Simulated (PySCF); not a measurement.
# What a mistake does to a calculation on AlC2H7N

Calculated results; nothing here was measured. The program is PySCF 2.14.0, an open-source quantum chemistry code, run on an isolated molecule that a program drew, which may never have been made. The molecule is AlC2H7N (charge 0, doublet), drawn as the SMILES string `CN[CH2][AlH]`.

Each row is a Hartree-Fock (HF) and frozen-core CCSD(T) single point in the cc-pV(D+d)Z basis, meant for a local HF minimum. Run 1 is clean. Each other run has one planted mistake out of seven kinds, and not every kind appears here: one electron removed, one electron added, multiplicity raised by two, geometry at a saddle point, minimal basis STO-3G, one bond length entered in bohr, all coordinates scaled. The reference is restricted for singlets and unrestricted otherwise, and also for a bond in bohr. Adding or removing an electron swaps singlet and doublet. Electrons count all cores. HOMO and LUMO are orbital energies over both spins, the gradient is its largest component, and the lowest frequency (negative if imaginary) is given only where the gradient is small. Bond lengths are over the 10 bonds as drawn. T1 is the CCSD diagnostic: over 0.02 (restricted) or 0.045 (unrestricted) a single reference is doubtful.

Geometry of the clean run:
```xyz
11
AlC2H7N, angstrom
C    -1.2004    1.1910   -1.5469
N    -0.0097    0.4669   -1.9385
C     0.3957   -0.5668   -0.9964
Al    2.0354   -1.5638   -1.5264
H    -1.1288    1.6552   -0.5516
H    -2.0552    0.5106   -1.5321
H    -1.4142    1.9750   -2.2765
H     0.7413    1.1196   -2.0756
H     0.4875   -0.1993    0.0440
H    -0.3959   -1.3295   -0.9529
H     2.3436   -2.9180   -0.7365
```

| run | electrons | basis functions | <S^2> | HOMO (eV) | LUMO (eV) | gradient (hartree/bohr) | lowest frequency (cm^-1) | mean bond (Å) | longest bond (Å) | T1 | HF (hartree) | CCSD(T) (hartree) | mistake |
|---|---|---|---|---|---|---|---|---|---|---|---|---|---|
| 1 | 39 | 100 | 0.754 | -7.85 | 0.98 | 2.9e-05 | 103 | 1.2989 | 1.991 | 0.0111 | -376.12449 | -376.69949 | no fault |
| 2 | 39 | 100 | 0.757 | -8.05 | 0.83 | 4.1e-02 | - | 1.3886 | 2.128 | 0.0123 | -376.08475 | -376.67559 | all coordinates scaled |
| 3 | 38 | 100 | 0.000 | -14.22 | -6.45 | 3.6e-02 | - | 1.2989 | 1.991 | 0.0142 | -375.86114 | -376.43324 | ? |
| 4 | 39 | 100 | 3.767 | -4.29 | -0.76 | 9.1e-02 | - | 1.2989 | 1.991 | 0.0674 | -375.99379 | -376.55382 | ? |

**Which mistake was planted in run 3, and what did it cost?**

It counts 38 electrons, one fewer than the clean run, at the same geometry and basis. So the mistake is: one electron removed. Subtracting run 1 and multiplying by 627.51 kcal/mol a hartree, the energy moved by 165.3 kcal/mol in HF and 167.1 kcal/mol in CCSD(T).

**Which mistake was planted in run 4, and what did it cost?**

Electrons, basis and geometry are unchanged, and <S^2> is 3.767, beside S(S+1) = 3.75 for a multiplicity of 4. So the mistake is: multiplicity raised by two. Subtracting run 1 and multiplying by 627.51 kcal/mol a hartree, the energy moved by 82.0 kcal/mol in HF and 91.4 kcal/mol in CCSD(T).

Cautions from the logs. Run 4: T1 is over the limit, so its CCSD(T) energy is less reliable.
